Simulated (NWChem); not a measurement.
CH$_{4}$O$_{2}$Si; SMILES O=C[SiH2]O

```xyz
8

O     -0.6566     1.6544     0.0000
C      0.4612     1.1586     0.0000
Si     0.5443    -0.7728     0.0000
O     -1.0609    -1.1811     0.0000
H      1.3522     1.8284     0.0000
H      1.2661    -1.2456    -1.2106
H      1.2661    -1.2456     1.2106
H     -1.5975    -0.3658     0.0000
```
Atoms are numbered in this order, from 1.

All runs: NWChem. Pople sets run with spherical d functions. All runs use the structure optimised with B3LYP/6-31G* (spherical d). GIAO values for the isolated, static molecule; σ is the absolute isotropic shielding, δ = σ(reference) − σ with the isolated reference molecule computed at the same levels (13C: tetramethylsilane, 1H: tetramethylsilane, 17O: water, 29Si: tetramethylsilane).

For level B3LYP/6-311G**:

```
Property     Result
-----------  ------
δ C2 (ppm)    250.8
δ Si3 (ppm)   -46.9
δ O4 (ppm)     -6.3
δ H6 (ppm)     5.10
δ H8 (ppm)     2.55
```

Problem. How do the values read with level PBE0/pcSseg-1 instead?

Solution. 
| Quantity | Result |
|---|---|
| δ C2 (ppm) | 256.1 |
| δ Si3 (ppm) | -42.0 |
| δ O4 (ppm) | -12.2 |
| δ H6 (ppm) | 5.00 |
| δ H8 (ppm) | 2.78 |
